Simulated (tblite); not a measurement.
C₃H₈FNSi.
SMILES with atom numbers: `[CH2:1]=[C:2]([F:3])[SiH2:4][NH:5][CH3:6]` (hydrogens: H7, H8 on C1; H9, H10 on Si4; H11 on N5; H12, H13, H14 on C6)

Computed with GFN2-xTB (tblite), gas phase: nudged elastic band of 9 images (0 to 8), spring 0.2 eV/Å², climbing image at the end, force threshold 0.05 eV/Å. No saddle search or frequency run followed, so the top image need not be a first-order saddle, and its height can exceed the method's true barrier by a kcal/mol or more.

The band describes a rotation about Si4–N5 (SiH2 silicon, silicon-bound nitrogen), followed by the dihedral C2–Si4–N5–C6, from the optimised start (180°) to a second optimised geometry at -66°.

Problem. Give the energy profile along the converged band.

Solution. 
| image | dihedral (°) | E (eV) | Si4–N5 (Å) | C2···C6 (Å) | largest true force (eV/Å) |
| --- | --- | --- | --- | --- | --- |
| 0 | 180 | 0.000 | 1.711 | 4.24 | 0.01 |
| 1 | -167 | 0.012 | 1.709 | 4.23 | 0.03 |
| 2 | -154 | 0.044 | 1.709 | 4.20 | 0.05 |
| 3 | -140 | 0.084 | 1.710 | 4.16 | 0.05 |
| 4 | -123 | 0.117 | 1.713 | 4.08 | 0.04 |
| 5 | -105 | 0.125 | 1.716 | 3.98 | 0.04 |
| 6 | -88 | 0.110 | 1.716 | 3.85 | 0.04 |
| 7 | -71 | 0.093 | 1.716 | 3.68 | 0.04 |
| 8 | -66 | 0.080 | 1.717 | 3.72 | 0.01 |

Barriers of this band. The top is image 5 at -105°: 0.125 eV forward and 0.045 eV back; the end lies 0.080 eV above the start. The central bond is 0.005 Å longer at the top than at the start.

Other torsions move too; by image: C1–C2–Si4–N5 (-146, -150, -151, -150, -148, -146, -145, -145, -129°).

Problem. What rate follows at 200 K for crossing this barrier forward?

Solution. Taking the electronic barrier for the free energy of activation (no zero-point or entropy terms, transmission 1), rate = (kT/h)·exp(−ΔE/kT) ≈ 3 × 10^9 s⁻¹, whose inverse is 3 × 10^-10 s. An error of 1 kcal/mol in the barrier changes this by a factor of 12, and the method and the loose band can each miss by that much or more.

Problem. How would the two end points share their population at 200 K, from these energies alone?

Solution. exp(−ΔE/kT) with ΔE = 0.080 eV gives 0.0096 for the higher one (end) against 1 for the lower, without vibrational, rotational or degeneracy terms.

Problem. How long is the path, and how are the images spaced?

Solution. Cartesian distances between aligned neighbours (all atoms, Å): 0.61, 0.59, 0.59, 0.60, 0.60, 0.62, 0.68, 0.78; the sum is 5.06 Å, and the top lies 59 % of the way along.

The cost below is that of the whole band run. Time: 2.6 s; peak memory 0.19 GiB. Hardware: one thread of an AMD EPYC 9R14, no GPU, on a shared host.
